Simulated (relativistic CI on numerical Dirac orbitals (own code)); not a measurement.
These numbers are calculated, not measured: Dirac-Coulomb-Breit CI, orbitals from a KLI potential per configuration, model QED (radiative potential, 1s self-energy scaled to tabulated hydrogen-like ionisation energies), valence Slater integrals scaled by 0.85, P86 correlation energy added to each configuration (own radial code, finite nucleus).

Configurations in the expansion (outside the closed core [Ne]): 3s2 3p6 3d2, 3s2 3p6 3d 4s, 3s2 3p6 3d 4p, 3s2 3p5 3d3, 3s2 3p6 3d 4d, 3s2 3p6 3d 5s, 3s2 3p6 4s2, 3s2 3p6 3d 5p, 3s2 3p6 3d 4f, 3s2 3p6 4s 4p, 3s2 3p6 3d 5d, 3s2 3p6 3d 6s, 3s2 3p6 3d 6p, 3s2 3p6 3d 5f, 3s2 3p6 3d 5g, 3s2 3p6 3d 6d, 3s2 3p6 4p2, 3s2 3p6 4s 4d, 3s 3p6 3d3, 3s2 3p6 4p 4d. Double excitations out of closed p, d and f shells are left out; levels of such configurations are missing from the list, as are those of other unlisted configurations, and high levels can miss mixing partners.

Correlation outside the listed configurations is missing or only estimated: errors of thousands of cm⁻¹ between configurations and terms are usual at this charge. Rates and lifetimes follow the computed energies and can be off by large factors. The fine structure of a lone outer electron comes out too small, for d and f at times inverted, and misplaced configurations move strength between like terms. 62 of the 66 excited levels that our extract of the measured tables holds in this range could be paired (the sources list more); they are missed by 1811 cm⁻¹ on average and 3840 at most, and levels without a partner can miss by more. Some levels of the ground configuration have no partner and can miss by 10 % or more.

Outline of the computed level scheme of V IV. Lowest level of each configuration: 3s2 3p6 3d2 3F_2 at 0.0000 eV; 3s2 3p6 3d 4s 3D_1 at 12.4029 eV; 3s2 3p6 3d 4p 1D°_2 at 18.3162 eV; 3s2 3p6 3d 4d 1F_3 at 26.9711 eV; 3s2 3p6 4s2 1S_0 at 28.5114 eV; 3s2 3p6 3d 5s 3D_1 at 29.3764 eV.

Some strong electric-dipole decays among the lowest 45 levels: 3s2 3p6 3d 4p 1F°_3 → 3s2 3p6 3d2 1G_4 (3.2e+09 s⁻¹); 3s2 3p6 3d 4p 3D°_1 → 3s2 3p6 3d2 3F_2 (2.6e+09 s⁻¹); 3s2 3p6 3d 4d 1G_4 → 3s2 3p6 3d 4p 1F°_3 (2.6e+09 s⁻¹); 3s2 3p6 3d 4d 3G_5 → 3s2 3p6 3d 4p 3F°_4 (2.2e+09 s⁻¹); 3s2 3p6 3d 4p 3D°_3 → 3s2 3p6 3d2 3F_4 (2.1e+09 s⁻¹); 3s2 3p6 3d 4p 3D°_2 → 3s2 3p6 3d2 3F_3 (2.1e+09 s⁻¹); 3s2 3p6 3d 4d 3G_4 → 3s2 3p6 3d 4p 3F°_3 (2.0e+09 s⁻¹); 3s2 3p6 3d 4d 3G_3 → 3s2 3p6 3d 4p 3F°_2 (1.9e+09 s⁻¹).

Rates of lines that live on the mixing of spin multiplicities can be off by large factors.
